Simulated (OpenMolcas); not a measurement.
## Tc4+: ligand-field states by method

Tc4+ with its 6 nearest fluoride ions at 1.955 Å, on the Ge site of Cs2GeF6 (a = 9.021 Å, distance in the model lattice 1.804 Å). The rest of the host is ab initio model potentials to 7.6 Å and point charges beyond; the distance is set by hand and nothing relaxes. Ligand basis ANO-RCC-VDZP.

* Program: OpenMolcas 26.06
* Basis: ANO-RCC-VTZP [7s6p4d2f1g]
* Scalar Hamiltonian: DKH2, point nucleus
* Active space: 3 electrons in 5 orbitals (4d)
* State averaging: 2S+1 = 4 even, 10 roots; 2S+1 = 2 even, 40 roots
* Spin-orbit coupling: state interaction with AMFI integrals over the reference wave functions

I. CASSCF
II. SS-CASPT2, IPEA 0.25 Eh, imaginary shift 0.1 Eh (closed shells correlated: 4s 4p and the ligand valence shells)

Spin-free states (labels of O, the rotations of Oh) in cm-1, each column counted from its own energy of the first state listed:

```
   State  Degeneracy      I     II
     4A2           1      0      0
      2E           2  15037  10760
     2T1           3  15688  10730
     2T2           3  23722  17850
     4T2           3  29907  31880
     4T1           3  38181  37970
     2A1           1  41765  38950
2S+1 = 2           3  43824  41350
2S+1 = 2           3  44500  41630
      2E           2  46245  42520
     2T1           3  49813  45540
     2T2           3  54635  48900
     2A2           1  56827  49250
     4T1           3  62536  65330
      2E           2  67230  58960
```

From I to II, I's first state of the same spin (4T2) moves from 29907 to 31880 cm-1, by about +2000 cm-1.

From I to II, I's first state of another spin (2E) moves from 15037 to 10760 cm-1, by about -4300 cm-1. In II another state of that kind comes below it.

I: A least-squares ligand-field fit to the states below 45000 cm-1, each weighted by its degeneracy and with a free common offset, gives 10Dq = 29307 cm-1, B = 783 cm-1 and C = 2894 cm-1 (C/B = 3.70), with an rms deviation of 196 cm-1. The same method and metal basis give the free ion B = 902 cm-1 (fit to its terms below 60000 cm-1, rms deviation 26 cm-1), so the nephelauxetic ratio is β = 783 / 902 = 0.87; it hangs on how both fits weigh the states, and computed free-ion B values tend to be too large, so β mixes covalency with correlation.

χT at 300 K: I 1.77, II 1.77 cm3 K/mol.

Roots that are degenerate in the reference are averaged as groups; the widest CASPT2 spread within a group is 750 cm-1 (the 3-fold group of multiplicity 2 near 88900 cm-1 above the lowest state of its run, II). Shifts and gaps below about the spread of the groups concerned are not significant. Over all roots computed the reference weight is 0.69 to 0.70 in II; a low but even weight reflects the number of correlated electrons. The least metal-like active orbital is 77 % on the metal (Löwdin) and no ligand orbital is active, so the numbers are rough. Ligand-to-metal charge-transfer states are missing. With no ligand orbital active B as a rule stays too high, so bands that hang on it stand too high and its fall with covalency is understated. Without dynamic correlation the repulsion within the d shell is too large (B by tens of per cent), so at a given field states of lower spin stand too high (holds for I). With metal d orbitals alone the field can be off either way by tens of per cent (holds for I). With one d shell and no ligand orbital active, 10Dq can be off by a tenth or more (holds for II). The distance lies 3 % over the 1.902 Å that this model takes as the normal distance (a Shannon-type radius plus a fixed donor radius, weighted with the host); by an R⁻⁵ law this alone changes a d-shell field by about -13 %. No measured value stands beside these numbers; the geometry was set by hand and not optimised.
